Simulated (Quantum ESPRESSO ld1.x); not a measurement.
Species: Tl IV. Configuration: [Xe] 4f14 5d10. Calculated with ld1.x of Quantum ESPRESSO 7.5: scalar-relativistic Kohn-Sham, LDA (Slater exchange, VWN5 correlation), spin-polarised, spherical densities, point nucleus.

Unscreened Slater integrals over Kohn-Sham orbitals (cm^-1). They are taken over the spin-up orbitals.

integral    value
F0(5d,5d)  147730
F2(5d,5d)   77045
F4(5d,5d)   51278
F0(5d,5p)  166530
F2(5d,5p)   83305
G1(5d,5p)  100980
G3(5d,5p)   62677
F0(5d,4f)  190860
F2(5d,4f)   45298
F4(5d,4f)   21129
G1(5d,4f)   13909
G3(5d,4f)   13568
G5(5d,4f)   10994
F0(5d,5s)  173430
G2(5d,5s)   66749
F0(5p,5p)  196310
F2(5p,5p)  105730
F0(5p,4f)  242430
F2(5p,4f)   74882
G2(5p,4f)   26938
G4(5p,4f)   23265
F0(5p,5s)  208890
G1(5p,5s)  139030
F0(4f,4f)  428430
F2(4f,4f)  214530
F4(4f,4f)  137000
F6(4f,4f)   99283
F0(4f,5s)  271080
G3(4f,5s)   35482
F0(5s,5s)  225080
